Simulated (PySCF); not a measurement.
**Do core-level shifts follow atomic charges?**

Species: C4H4NOP.
Structure used (GFN2-xTB), in Å, numbered top down from 1:
```
atom  x, y, z in Å
N1     0.2206    2.0829    1.2481
C2    -0.3445    1.1324    0.9607
C3    -1.0497   -0.0627    0.5721
C4    -0.4557   -0.6703   -0.7016
P5     1.2734   -1.3908   -0.4371
C6     2.1107    0.0254   -0.4568
O7     2.8511    0.9159   -0.4804
H8    -2.0995    0.1991    0.4023
H9    -1.0000   -0.7793    1.3975
H10   -1.0737   -1.5124   -1.0218
H11   -0.4273    0.0626   -1.5089
```

Binding energies: delta-SCF UKS SCAN, pcX-2 on the ionised atom, pcseg-1 elsewhere, spin-free X2C (PySCF). Charges: PBE0/pcSseg-1 ground-state density, for the ionised atom.

```
atom                               environment  C 1s (eV)  Mulliken (e)  IAO (e)  Hirshfeld (e)  ESP (e)
  C4            sp3 carbon bound to phosphorus     291.78        -0.455   -0.393         -0.087   -0.014
  C2                            nitrile carbon     292.48        +0.034   +0.135         +0.080   +0.309
  C3              sp3 carbon next to a nitrile     292.59        -0.171   -0.295         -0.044   -0.040
  C6  central carbon of cumulated double bonds     293.82        +0.123   +0.175         +0.131   +0.306
```

Q: Give the correlation coefficient and slope of binding energy on charge for each scheme.

A: Mulliken: r = 0.85, slope 2.8 eV per e; Hirshfeld: r = 0.83, slope 6.9 eV per e; IAO: r = 0.74, slope 2.2 eV per e; ESP: r = 0.63, slope 2.8 eV per e. On 4 points no scheme stands out.

Q: The point-charge model writes a binding energy as kq + V + constant, with V the potential of the other atoms' charges at the site. What does it give with the Mulliken charges?

A: V = Σ 14.40 eV Å × q/r over all other atoms: +6.01 eV at C4, -2.53 eV at C2, +2.62 eV at C3, -1.95 eV at C6. Fitting binding energy − V to q gives k = 18.1 eV per e and leaves an rms residual of 0.50 eV, against 0.39 eV for the fit on q alone. The model has no term for differences in relaxation between sites.

Spin contamination (⟨S²⟩ against 0.75 for a pure doublet) is marked for C 1s of C6 (0.89), which makes this value less certain. The structure is a single GFN2-xTB conformer in the gas phase; no vibrational or solvent corrections.
